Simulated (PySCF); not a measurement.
H2Si (SMILES [SiH2]), triplet, geometry from GFN2-xTB; SVWN5/STO-3G in PySCF.

PySCF was given this input:
```python
from pyscf import gto, scf, dft

mol = gto.M(
    atom='''
Si   -0.001662    0.085384    0.004957
H    -1.257618   -0.625119    0.012335
H     1.280882   -0.570254   -0.081733
''',
    basis='sto-3g',
    charge=0,
    spin=2,
    verbose=3,
)

mf = dft.UKS(mol)
mf.xc = 'lda,vwn'
mf.kernel()
mf.analyze()
```

It wrote (shortened):

```
converged SCF energy = -285.944125489398  <S^2> = 2.0009896  2S+1 = 3.0006597
**** MO energy ****
                             alpha | beta                alpha | beta
MO #1   energy= -64.2145088650562  | -64.2040656822264  occ= 1 | 1
MO #2   energy= -4.70369260252053  | -4.68825169222136  occ= 1 | 1
MO #3   energy= -3.10053352470436  | -3.08747705671795  occ= 1 | 1
MO #4   energy= -3.0992132917374   | -3.08225188999525  occ= 1 | 1
MO #5   energy= -3.09482760329696  | -3.07206345039067  occ= 1 | 1
MO #6   energy= -0.391639701085136 | -0.349540298477622 occ= 1 | 1
MO #7   energy= -0.246537289991488 | -0.223846291256197 occ= 1 | 1
MO #8   energy= -0.0846817749700339 | -0.00185088180725573 occ= 1 | 0
MO #9   energy= -0.00398789609820438 | 0.082736561341137  occ= 1 | 0
MO #10  energy= 0.265961942255423  | 0.302111385867803  occ= 0 | 0
MO #11  energy= 0.39268370265751   | 0.436675995163333  occ= 0 | 0

To work with the spin densities directly, `use mulliken_meta_spin()` only printing them here.

 ** Mulliken spin pop alpha/beta on meta-lowdin orthogonal AOs **
 ** Mulliken Spin Density (per atom)  **
spin density of  0 Si =      1.91545
spin density of  1 H =      0.04228
spin density of  2 H =      0.04228
 ** Mulliken pop alpha/beta on meta-lowdin orthogonal AOs **
 ** Mulliken atomic charges   ( Nelec_alpha | Nelec_beta ) **
charge of  0Si =      0.14731  (     7.88407      5.96862 )
charge of  1H =     -0.07365  (     0.55797      0.51569 )
charge of  2H =     -0.07365  (     0.55797      0.51569 )
Dipole moment(X, Y, Z, Debye): -0.00508,  0.26085,  0.01514
```
